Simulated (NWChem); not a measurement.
System meant: C2HBrClF; SMILES F/C(Br)=C\Cl

The following NWChem deck was run.

```
start job
memory heap 200 mb stack 900 mb global 1100 mb
geometry units angstroms noautoz
  F      1.585215    -0.376823     0.000000
  C      0.280720    -0.137903     0.000000
  Br    -0.168033     1.695980     0.000000
  C     -0.655295    -1.107761     0.000000
  Cl    -0.234213    -2.782187     0.000000
  H     -1.725955    -0.867050     0.000000
end
basis spherical
  F library def2-svp
  C library def2-svp
  Br library def2-svp
  Cl library def2-svp
  H library def2-svp
end
dft
  xc b3lyp
  iterations 4
  mulliken
end
task dft energy
```

End of the output:

```
    Atom       Charge   Shell Charges
 -----------   ------   -------------------------------------------------------
    1 F    9     9.03   1.98  1.02  0.73  3.21  2.09  0.01
    2 C    6     6.06   1.96  0.64  0.32  1.79  1.15  0.19
    3 Br  35    34.87   2.00  2.00  1.96  1.13  0.71  5.99  5.81  2.46  2.74  7.84  2.04  0.19
    4 C    6     6.22   1.97  0.64  0.34  1.90  1.28  0.10
    5 Cl  17    16.86   2.00  1.96  1.04  0.77  5.82  2.26  2.97  0.05
    6 H    1     0.96   0.62  0.26  0.07

 center of mass
 --------------
 x =   0.01660157 y =   0.17307901 z =   0.00000000

 moments of inertia (a.u.)
 ------------------
        1848.010913319767          -0.000000000000           0.000000000000
          -0.000000000000         217.754120811733           0.000000000000
           0.000000000000           0.000000000000        2065.765034131500

     Multipole analysis of the density
     ---------------------------------

     L   x y z        total         alpha         beta         nuclear
     -   - - -        -----         -----         ----         -------
     0   0 0 0     -0.000000    -37.000000    -37.000000     74.000000

     1   1 0 0     -0.409310     -0.204655     -0.204655     -0.000000
     1   0 1 0      0.251553      0.125776      0.125776      0.000000
     1   0 0 1      0.000000      0.000000      0.000000      0.000000

     2   2 0 0    -34.153936    -71.672337    -71.672337    109.190738
     2   1 1 0      0.060735     -3.857572     -3.857572      7.775879
     2   1 0 1     -0.000000     -0.000000     -0.000000      0.000000
     2   0 2 0    -34.148811   -448.732292   -448.732292    863.315774
     2   0 1 1      0.000000      0.000000      0.000000      0.000000
     2   0 0 2    -35.165418    -17.582709    -17.582709      0.000000

 ------------------------------------------------------------------------
 dft energy failed                                                                                  0
 ------------------------------------------------------------------------
 ------------------------------------------------------------------------
  current input line :
    23: task dft energy
 ------------------------------------------------------------------------
 ------------------------------------------------------------------------
 This type of error is most commonly associated with calculations not reaching convergence criteria
 ------------------------------------------------------------------------
 For more information see the NWChem manual at https://nwchemgit.github.io

0:dft energy failed:Received an Error in Communication
```

Can this run be used? If not, why, and what is the fix?

The run did not converge; its last values are not results. Cause: the SCF was allowed too few iterations. This input runs:
```
start job
memory heap 200 mb stack 900 mb global 1100 mb
geometry units angstroms noautoz
  F      1.585215    -0.376823     0.000000
  C      0.280720    -0.137903     0.000000
  Br    -0.168033     1.695980     0.000000
  C     -0.655295    -1.107761     0.000000
  Cl    -0.234213    -2.782187     0.000000
  H     -1.725955    -0.867050     0.000000
end
basis spherical
  F library def2-svp
  C library def2-svp
  Br library def2-svp
  Cl library def2-svp
  H library def2-svp
end
dft
  xc b3lyp
  iterations 150
  mulliken
end
task dft energy
```
It converges to -3210.41691 Ha (B3LYP/def2-SVP).
